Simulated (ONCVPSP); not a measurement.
Building the ONCV potential for Pt (Z = 78) (PBE, scalar-relativistic).

Input for ONCVPSP 4.0.1:

```
# ATOM AND REFERENCE CONFIGURATION
# atsym  z   nc   nv     iexc    psfile
  Pt 78.00    9    5        4      upf
#
#   n    l    f
    1    0    2.00
    2    0    2.00
    2    1    6.00
    3    0    2.00
    3    1    6.00
    3    2   10.00
    4    0    2.00
    4    1    6.00
    4    2   10.00
    4    3   13.00
    5    0    2.00
    5    1    6.00
    5    2   10.00
    6    0    1.00
#
# PSEUDOPOTENTIAL AND OPTIMIZATION
# lmax
    3
#
#   l,   rc,      ep,       ncon, nbas, qcut
    0    1.70    0.00    4    9    6.00
    1    1.25    0.00    4    8    7.10
    2    1.65    0.00    4    8    8.10
    3    0.85    0.00    4    9   21.60
#
# LOCAL POTENTIAL
# lloc, lpopt,  rc(5),   dvloc0
    4    5    0.60    0.00
#
# VANDERBILT-KLEINMAN-BYLANDER PROJECTORs
# l, nproj, debl
    0    3    3.50
    1    2    1.80
    2    1    2.50
    3    2    2.90
#
# MODEL CORE CHARGE
# icmod, fcfact, rcfact
    0    0.00    0.00
#
# LOG DERIVATIVE ANALYSIS
# epsh1, epsh2, depsh
   -5.00    5.00    0.04
#
# OUTPUT GRID
# rlmax, drl
    6.00    0.01
#
# TEST CONFIGURATIONS
# ncnf
    4
# nvcnf
#   n    l    f
    5
    4    3   14.00
    5    0    2.00
    5    1    6.00
    5    2    9.00
    6    0    1.00
#
    5
    4    3   14.00
    5    0    2.00
    5    1    6.00
    5    2    9.00
    6    0    0.00
#
    5
    4    3   14.00
    5    0    2.00
    5    1    6.00
    5    2    8.00
    6    0    0.00
#
    5
    4    3   14.00
    5    0    2.00
    5    1    6.00
    5    2    7.00
    6    0    0.00
#
```

Command:

```bash
oncvpsp.x < Pt.dat > Pt.out
```

Output (shortened: citation, most of the input echo, consistency checks and plot data are left out):

```
ONCVPSP  (Optimized Norm-Conservinng Vanderbilt PSeudopotential)
scalar-relativistic version 4.0.1

#   n    l    f        energy (Ha)
    1    0    2.00    -2.8830122E+03
    2    0    2.00    -5.0684817E+02
    2    1    6.00    -4.3924571E+02
    3    0    2.00    -1.1947817E+02
    3    1    6.00    -9.9795768E+01
    3    2   10.00    -7.8468981E+01
    4    0    2.00    -2.6015352E+01
    4    1    6.00    -1.9542970E+01
    4    2   10.00    -1.1692283E+01
    4    3   13.00    -2.9705818E+00
    5    0    2.00    -3.8807339E+00
    5    1    6.00    -2.1555982E+00
    5    2   10.00    -2.5647397E-01
    6    0    1.00    -2.0614189E-01

Reference configufation results
  iterations    28
  all-electron total energy (Ha)   -1.84109827D+04

Begin loop to  construct optimized pseudo wave functions
and semi-local pseudopoentials for all angular momenta

   Wellstate for l =  0  n =  8
     eigenvalue =   3.2939
     asymptotic potential =   3.7939
     half-point radius =  3.4218

Calculating optimized projector #   1

 for l=   0

    Fraction of norm inside rc  0.981678
    Optimizing pswf for qcut=   6.00 a_B^-1,  ecut=  17.99 Ha
    Residual kinetic energy error=  6.79D-05 Ha

    Energy error per electron        Cutoff
         Ha          eV             Ha
         0.01000     0.27211        6.45
         0.00100     0.02721       12.54
         0.00010     0.00272       17.19
         0.00001     0.00027       75.86

Calculating optimized projector #   2

 for l=   0

    Fraction of norm inside rc  0.097215
    Optimizing pswf for qcut=   6.00 a_B^-1,  ecut=  17.99 Ha
    Residual kinetic energy error=  1.58D-04 Ha

    Energy error per electron        Cutoff
         Ha          eV             Ha
         0.01000     0.27211        5.52
         0.00100     0.02721       13.66
         0.00010     0.00272       20.45
         0.00001     0.00027       93.19

Calculating optimized projector #   3

 for l=   0

    Fraction of norm inside rc  0.103496
    Optimizing pswf for qcut=   6.00 a_B^-1,  ecut=  17.99 Ha
    Residual kinetic energy error=  1.33D-03 Ha

    Energy error per electron        Cutoff
         Ha          eV             Ha
         0.01000     0.27211       12.25
         0.00100     0.02721       18.79
         0.00010     0.00272       40.60
         0.00001     0.00027       89.07

WARNING wellstate: negative energy specified for n= 6 l=  1
WARNING scattering state with energy  0.25000000
WARNING will be used for the first projector

   Wellstate for l =  1  n =  6
     eigenvalue =   0.2500
     asymptotic potential =   0.7500
     half-point radius =  3.7036

Calculating optimized projector #   1

 for l=   1

    Fraction of norm inside rc  0.711877
    Optimizing pswf for qcut=   7.10 a_B^-1,  ecut=  25.23 Ha
    Residual kinetic energy error=  4.18D-03 Ha

    Energy error per electron        Cutoff
         Ha          eV             Ha
         0.01000     0.27211       20.85
         0.00100     0.02721       74.64
         0.00010     0.00272      129.56
         0.00001     0.00027      172.09

Calculating optimized projector #   2

 for l=   1

    Fraction of norm inside rc  0.054300
    Optimizing pswf for qcut=   7.10 a_B^-1,  ecut=  25.23 Ha
    Residual kinetic energy error=  9.95D-04 Ha

    Energy error per electron        Cutoff
         Ha          eV             Ha
         0.01000     0.27211        9.84
         0.00100     0.02721       25.21
         0.00010     0.00272       52.24
         0.00001     0.00027      120.07

Calculating optimized projector #   1

 for l=   2

    Fraction of norm inside rc  0.602875
    Optimizing pswf for qcut=   8.11 a_B^-1,  ecut=  32.85 Ha
    Residual kinetic energy error=  1.03D-07 Ha

    Energy error per electron        Cutoff
         Ha          eV             Ha
         0.01000     0.27211       15.87
         0.00100     0.02721       20.59
         0.00010     0.00272       24.67
         0.00001     0.00027       27.93

WARNING wellstate: negative energy specified for n= 5 l=  3
WARNING scattering state with energy  0.25000000
WARNING will be used for the first projector

   Wellstate for l =  3  n =  5
     eigenvalue =   0.2500
     asymptotic potential =   0.7500
     half-point radius = 12.3265

Calculating optimized projector #   1

 for l=   3

    Fraction of norm inside rc  0.918557
    Optimizing pswf for qcut=  21.60 a_B^-1,  ecut= 233.29 Ha
    Residual kinetic energy error=  4.29D-06 Ha

    Energy error per electron        Cutoff
         Ha          eV             Ha
         0.01000     0.27211      175.90
         0.00100     0.02721      196.99
         0.00010     0.00272      213.09
         0.00001     0.00027      227.06

Calculating optimized projector #   2

 for l=   3

    Fraction of norm inside rc  0.000050
    Optimizing pswf for qcut=  21.60 a_B^-1,  ecut= 233.29 Ha
    Residual kinetic energy error=  2.01D-09 Ha

    Energy error per electron        Cutoff
         Ha          eV             Ha
         0.01000     0.27211        0.82
         0.00100     0.02721       67.16
         0.00010     0.00272      120.28
         0.00001     0.00027      156.87

Construct Vanderbilt / Kleinmman-Bylander projectors

B matrix Hermiticity error, ll=   0
   1   2    6.1362E-04
   1   3    1.2421E-03
   2   3   -2.2817E-04

  Orthonormal projector coefficients  4.8539E+01  7.4988E+00  1.3371E+00

B matrix Hermiticity error, ll=   1
   1   2    3.9791E-04

  Orthonormal projector coefficients  3.0316E+01  3.6022E+00

B matrix Hermiticity error, ll=   3
   1   2    3.9672E-05

  Orthonormal projector coefficients -2.6200E+01 -1.0181E+01

Pseudoatom total energy -518.832410

Diagnostic tests using Vanderbilt-Kleinman-Bylander pseudopotentials
  1 or more projectors used as specified by nproj input data

   l    rcore       rmatch      e in        delta e   norm test  slope test

   0   1.7039590   1.7556949  -3.8807339   0.0000047   1.0002977   1.0002708
   0   1.7039590   1.7556949  -0.2061419   0.0000030   1.0000406   1.0000312
   0   1.7039590   1.7556949   3.2938581   0.0000327   1.0003924   1.0003924

   1   1.2559204   1.2940529  -2.1555982  -0.0000181   1.0002461   1.0002844
   1   1.2559204   1.2940529   0.2500000   0.0000200   1.0005011   1.0005011

   2   1.6537477   1.7039590  -0.2564740  -0.0000022   0.9999998   1.0000096

   3   0.8513211   0.8771690  -2.9705818  -0.0000704   1.0006643   1.0007167
   3   0.8513211   0.8771690   0.2500000   0.0000849   1.0010266   1.0010266

 Testing for bound ghosts
   n   l    E NL Schr. Eq   E Basis Diag.   E Cutoff

       0                      -17.459200    155.22  WARNING - GHOST(-)
   1   0       -3.880729       -3.880727    155.22
   2   0       -0.206139       -0.171719    155.22

       1                       -6.860202    191.96  WARNING - GHOST(-)
   2   1       -2.155616       -2.155451    191.96

   3   2       -0.256476       -0.253197     94.34

   4   3       -2.970652       -2.970495    682.63

 Testing for highly-localized positive-energy ghosts
       l    <radius>/rc     E Basis Diag.   E Cutoff

       0        0.976631       14.651467    155.22  WARNING - GHOST(+)

Test configuration 0

   n   l     f        eae           eps        diff
   1   0  2.0000-2883.01215955
   2   0  2.0000 -506.84816715
   2   1  6.0000 -439.24570561
   3   0  2.0000 -119.47816910
   3   1  6.0000  -99.79576757
   3   2 10.0000  -78.46898093
   4   0  2.0000  -26.01535176
   4   1  6.0000  -19.54296954
   4   2 10.0000  -11.69228326
   4   3 13.0000   -2.97058182   -2.97065227   -7.04D-05
   5   0  2.0000   -3.88073392   -3.88072920    4.72D-06
   5   1  6.0000   -2.15559816   -2.15561627   -1.81D-05
   5   2 10.0000   -0.25647397   -0.25647617   -2.20D-06
   6   0  1.0000   -0.20614189   -0.20613892    2.97D-06

    Total energies and differences
      AE_ref= -1.84109827D+04  AE_tst= -1.84109827D+04  dif=  0.00D+00
      PS_ref= -5.18832410D+02  PS_tst= -5.18832410D+02  dif= -1.25D-12
      PSP excitation error=  1.25D-12

Test configuration 1

psatom: WARNING lschvkbb convergence error n,l,iter=   3   2  27
ea(ii),et,emin,emax -2.436956E-01 -2.680652E-01 -2.680652E-01 -2.680652E-01
run_config: WARNING for fully non-local PS atom, stg. 1
 WARNING no output for configuration 2

Test configuration 2

psatom: WARNING lschvkbb convergence error n,l,iter=   3   2  27
ea(ii),et,emin,emax -3.798396E-01 -4.178235E-01 -4.178235E-01 -4.178235E-01
run_config: WARNING for fully non-local PS atom, stg. 1
 WARNING no output for configuration 3

Test configuration 3

psatom: WARNING lschvkbb convergence error n,l,iter=   3   2  31
ea(ii),et,emin,emax -6.208043E-01 -6.828847E-01 -6.828847E-01 -6.828847E-01
run_config: WARNING for fully non-local PS atom, stg. 1
 WARNING no output for configuration 4

Test configuration 4

psatom: WARNING lschvkbb convergence error n,l,iter=   3   2  36
ea(ii),et,emin,emax -9.775105E-01 -1.075262E+00 -1.075262E+00 -1.075262E+00
run_config: WARNING for fully non-local PS atom, stg. 1
 WARNING no output for configuration 5
```

Note: ghosts flagged at negative energy: s at -475.1 eV, p at -186.7 eV; GHOST(+) flagged for s at 398.7 eV. A true bound ghost makes a file unfit for plane-wave use.

The run took about 7.4 s on one core of a shared server CPU.
